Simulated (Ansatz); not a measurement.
Relaxed structures of AlBSiH$_{3}$O (charge +1), closed shell (PBE0-D4/def2-TZVP; forces vanish, vibrations not checked; lower isomers may exist, and structures with a doubtful reference or unclear bonds are left out; Å). Ansatz 0.2.0; basis: def2-TZVPP; cores frozen in the correlated methods.

(1) Rank them by CCSD(T) energy, lowest first, and give each one's height above the lowest. Links in brackets join atoms within 1.22 times the sum of their covalent radii (1.1 for two metals). (An estimate is asked for; the value comes from the calculation.)
A.
AlBSiH₃O ([BH][SiH][O][AlH]), total charge +1
```
7
angstrom
B -2.0415 -1.5782 -0.8601
Si -0.1779 -1.6948 -0.6503
O 0.5124 -0.3841 0.1802
Al 1.3113 0.8052 0.9201
H -3.1653 -1.8926 -0.6781
H 2.1006 1.8312 1.7693
H 0.6321 -1.9294 -1.8651
```
B.
AlBSiH₃O ([BH2][Si][O][AlH]), total charge +1
```
7
angstrom
B -2.0735 -1.3304 -0.4124
Si -0.4533 -1.1076 -1.6225
O 0.2856 0.1100 -0.6434
Al 1.1531 1.2509 0.1123
H -2.0666 -2.1206 0.4872
H -3.0582 -0.6683 -0.5720
H 2.0924 2.3267 0.7117
```
C.
AlBSiH₃O ([BH][Al][O][SiH2]), total charge +1
```
7
angstrom
B -2.2770 -1.5073 -0.4872
Si 1.3649 1.2996 0.5430
O 0.5554 0.1137 -0.0421
Al -0.1431 -1.3431 -0.8218
H -3.0868 -2.3193 -0.8352
H 1.9859 1.1598 1.8685
H 1.5484 2.5126 -0.2677
```
D.
AlBSiH₃O ([BH][Si][O][AlH2]), total charge +1
```
7
angstrom
B -2.1671 -1.4850 -0.4956
Si -0.0644 -1.2886 -0.8039
O 0.5258 -0.0101 -0.1140
Al 1.4030 1.3588 0.5728
H -3.0751 -2.2107 -0.7689
H 1.9360 1.0546 2.0105
H 1.4417 2.5809 -0.4010
```

The T1 diagnostic stays at or below 0.027. The T1 diagnostic is large here, which may signal multireference character or strong orbital relaxation, so CCSD(T) is less sure. The restricted Hartree–Fock reference is unstable towards an unrestricted one at one or more of these structures. A large double-excitation amplitude points to some diradical character; no triplet was computed.

Answers

(1) The calculation gives: B (0.0 kJ/mol), D (51.2 kJ/mol), A (66.0 kJ/mol), C (78.0 kJ/mol). Heights count from the lowest.

For scale, one of the runs: CCSD(T)/def2-TZVPP, 188 basis functions, launched by `ansatz run in.yaml --threads 2 --pin off --events-out ev --progress --plain --max-ram 4352MiB`. The run took 37 s on 2 CPU threads of an Arm Neoverse V1 (shared host), with 1.8 GiB of host memory at its peak.
